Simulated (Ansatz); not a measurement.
Wavefunction ladder for CH₄F₂Ge (`F[CH](F)[GeH3]`)

```xyz
8

F    -1.914    0.296   -0.083
C    -0.822   -0.486   -0.312
F    -0.738   -0.684   -1.657
Ge    0.826    0.423    0.354
H    -1.013   -1.461    0.152
H     0.678    0.635    1.866
H     0.957    1.762   -0.378
H     2.026   -0.486    0.059
```

The species carries charge 0 and has multiplicity 1. Correlated methods include outer-core shells of Ge, which these sets cover unevenly. Scalar relativity is left out up to krypton. Geometry: relaxed with PBE0-D4/def2-TZVP. Frozen core, restricted reference, Ansatz.

| basis | HF (Eh) | MP2 corr. | CCSD corr. | (T) | CCSD(T) total |
| --- | --- | --- | --- | --- | --- |
| def2-SVP | ? | -0.73840 | ? | -0.01697 | ? |
| def2-TZVPP | -2314.52022 | -0.92786 | ? | ? | ? |
| def2-QZVPP | -2314.57299 | -1.25138 | – | – | – |

(1) Fill in the withheld values. (Estimate.)

Answers

(1) Ansatz gave: def2-SVP HF (Eh): -2313.95883; def2-SVP CCSD corr.: -0.76351; def2-SVP CCSD(T) total: -2314.73931; def2-TZVPP CCSD corr.: -0.94912; def2-TZVPP (T): -0.03069; def2-TZVPP CCSD(T) total: -2315.50003.
